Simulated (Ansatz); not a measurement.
Geometry optimisation, UKS PBE0-D4/def2-SVP in Ansatz.

Input:

```yaml
crystal:
  periodic: [false, false, false]
  atoms:
    - { symbol: H, position_ang: [-1.0132, -0.7971, 0.6096] }
    - { symbol: Si, position_ang: [0.1308, 0.4334, -0.2294] }
    - { symbol: Cl, position_ang: [0.8047, -0.8701, -1.6339] }
    - { symbol: Cl, position_ang: [1.4738, 0.5319, 1.291] }
    - { symbol: Cl, position_ang: [0.021, 2.2704, -1.0861] }
    - { symbol: H, position_ang: [-1.4172, -1.5685, 1.0489] }
magnetization:
  spin_polarized: true
  initial_magnetization: 1
basis:
  gaussian: { orbitals: def2-SVP }
hamiltonian:
  xc: pbe0
  dispersion: d4
relax:
  f_tol: 0.15
  max_steps: 25
  restrain:
    - { distance: [0, 5], at: 1.92, k: 30.0 }
    - { distance: [1, 0], at: 1.42, k: 30.0 }
```

Launched with:

```bash
$ ansatz run input.yaml --threads 2 --pin off --max-ram 3072MiB --backend cpu --events-out ev --progress --plain --runs-dir out
```

Question: Where does it end, and by what steps?

Answer: The forces met the threshold. The restraints hold the end off the free minimum. After 9 steps the energy has risen by 0.024 eV (the restraints' own energy left out); H6 moved furthest, 0.51 Å. Joined: H1–Si2.

```csv
step,energy less start (eV),largest force component (eV/Å),accepted
0,0.0000,1.707,yes
1,0.4505,0.676,yes
2,0.4149,1.776,yes
3,0.0787,0.525,yes
4,0.0333,0.764,yes
5,0.0304,0.657,yes
6,0.0201,0.493,no
7,0.0249,0.608,yes
8,0.0197,0.570,no
9,0.0237,0.607,yes
```

```xyz
6
Properties=species:S:1:pos:R:3
H -0.880 -0.362 0.379
Si 0.266 0.304 -0.199
Cl 1.030 -0.846 -1.709
Cl 1.698 0.566 1.237
Cl -0.275 2.127 -0.951
H -1.840 -1.789 1.243
```

Run time: 27 s on 2 threads of Arm Neoverse V2, with other jobs on the host, peak memory 0.25 GiB.
